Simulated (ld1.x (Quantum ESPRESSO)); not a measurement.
Au (Z = 79): excitation energies, all-electron against TM

```
Element                 : Au (Z = 79)
Generator               : ld1.x (Quantum ESPRESSO) 7.5
Type                    : norm-conserving Troullier–Martins (Kleinman–Bylander form)
Functional              : PBE
Relativity              : fully relativistic
Frozen core             : [Xe] 4f14
Valence charge          : 11
Reference configuration : 5d10 6s0.75 6p0.25
Partial waves           : 6p (bound): rc 2.85 bohr; 5d (bound): rc 1.60 bohr; 6s (bound): rc 1.68 bohr
Local potential         : the s channel
Core correction         : a·sin(br)/r model core inside 1.00 bohr
```

Open shells are filled in proportion to 2j + 1 (rel_dist='average').

Energies are relative to the spin-unpolarised reference configuration 5d10 6s0.75 6p0.25; without spin polarisation the order of configurations can differ from experiment.

| valence configuration | charge | ΔE all-electron (eV) | error AE − PS (meV) |
| --- | --- | --- | --- |
| 5d10 6s1 6p0 | 0 | -1.248 | -0.1 |
| 5d10 6s0 6p0 | +1 | 8.179 | -5.3 |
| 5d7 6s0 6p0 | +4 | 110.978 | -900 |
| 5d10 6s0 6p1 | 0 | 3.951 | -0.4 |
| 5d9 6s1 6p1 | 0 | 6.202 | -54 |

Question: What are ΔE and the potential's error for 5d8 6s0 6p0?

Answer: ΔE = 63.285 eV all-electron; the error (AE − PS) is -313 meV.

Question: What are ΔE and the potential's error for 5d9 6s0 6p0?

Answer: ΔE = 29.407 eV all-electron; the error (AE − PS) is -57 meV.
